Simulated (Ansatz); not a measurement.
```yaml
crystal:
  periodic: [false, false, false]
  atoms:
    - {symbol: C, position_ang: [-0.861892, 4.811602, -1.355373]}
    - {symbol: Si, position_ang: [-1.932835, 1.162283, 0.259769]}
    - {symbol: Si, position_ang: [2.075261, -2.070962, 0.431151]}
    - {symbol: N, position_ang: [0.850220, -5.513658, 1.459164]}
    - {symbol: H, position_ang: [0.827727, 5.872222, -0.015352]}
    - {symbol: H, position_ang: [-2.755897, 6.285331, -1.473200]}
    - {symbol: H, position_ang: [0.014068, 4.535284, -3.575804]}
    - {symbol: H, position_ang: [-3.167284, 1.572293, 3.270261]}
    - {symbol: H, position_ang: [-4.296773, -0.210377, -1.565959]}
    - {symbol: H, position_ang: [3.625916, -1.934974, -2.479284]}
    - {symbol: H, position_ang: [4.280525, -1.106745, 2.657759]}
    - {symbol: H, position_ang: [2.313694, -7.101289, 1.961794]}
    - {symbol: H, position_ang: [-0.928069, -6.377130, 0.457631]}
basis:
  gaussian: {orbitals: aug-pcseg-2, point_charges: [{charge: 2.00, position_ang: [6.695, -0.047, -0.107]}]}
hamiltonian: {xc: {name: wB97X-V}}
```

```sh
$ ansatz run in.yaml --threads 4 --pin off --events-out ev --progress --plain --max-ram 10444MiB
```

It prints (some lines left out):

```
Functional definition: wB97X-V
1623 factors; their error is unknown
773 factors; integrals over basis functions are off by at most 4.1e-5 eV
mean field evaluation 1: about -18320.1205 eV, gradient 8.1e1 eV
mean field evaluation 2: about -17672.2185 eV, gradient 2.1e2 eV
mean field evaluation 4: about -18246.7785 eV, gradient 1.2e2 eV
mean field evaluation 8: about -18372.2497 eV, gradient 6.7e0 eV
mean field evaluation 16: about -18375.0733 eV, gradient 4.7e-5 eV
mean field -18375.07332449 eV, -675.2714896028 hartree, gradient 2.8e-5 eV, S^2 0.000000; 6 other end points of the search recorded, 0 dependent functions left out
reference -18375.07331502 eV, -675.2714892549 hartree; 25, 25 occupied and 374, 374 virtual orbitals, 1623 factors
Total energy: -18375.07331502 eV, -675.2714892549 hartree
```

In this input the geometry is stretched to more than twice its size. The run converged. The result belongs to that input, not to the molecule as meant.
